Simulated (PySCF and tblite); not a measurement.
Values are calculated unless marked as measured or tabulated.
Molecule: C₇H₁₄, numbered as in [CH3:1][C@@H:2]1[CH2:3][CH2:4][C@@H:5]([CH3:6])[CH2:7]1.

The ring 2–3–4–5–7 is held at Altona–Sundaralingam phase angles P (ν_j = ν_max cos(P + 144°(j − 2)), ν_j about the bond from ring atom j to j + 1, counted from 0) and the rest relaxed at GFN2-xTB. Energies: PBE0/pcSseg-1 + D3(BJ). Programs: tblite and PySCF.

GFN2-xTB profile:

(phase angle P °, kcal/mol): (0, 0.49), (18, 0.41), (36, 0.51), (54, 0.56), (72, 0.40), (90, 0.16), (108, 0.02), (126, 0.00), (144, 0.00), (162, 0.00), (180, 0.03), (198, 0.15), (216, 0.40), (234, 0.57), (252, 0.52), (270, 0.42), (288, 0.49), (306, 0.63), (324, 0.69), (342, 0.63)

Question: Give the DFT energy and dipole along the phase angle P.

Answer: 
```csv
phase angle P °,E kcal/mol,dipole D,amplitude °
0,0.71,0.06,40
36,0.51,0.06,39
72,0.31,0.02,40
108,0.00,0.02,42
144,0.00,0.03,42
180,0.01,0.02,42
216,0.30,0.02,40
252,0.51,0.06,39
288,0.68,0.06,40
324,1.11,0.03,39
```

Question: How free is the pseudorotation?

Answer: The sampled points span 1.11 kcal/mol, from P = 108° to P = 324°; RT at 298 K is 0.59 kcal/mol, so it is hindered but fast.
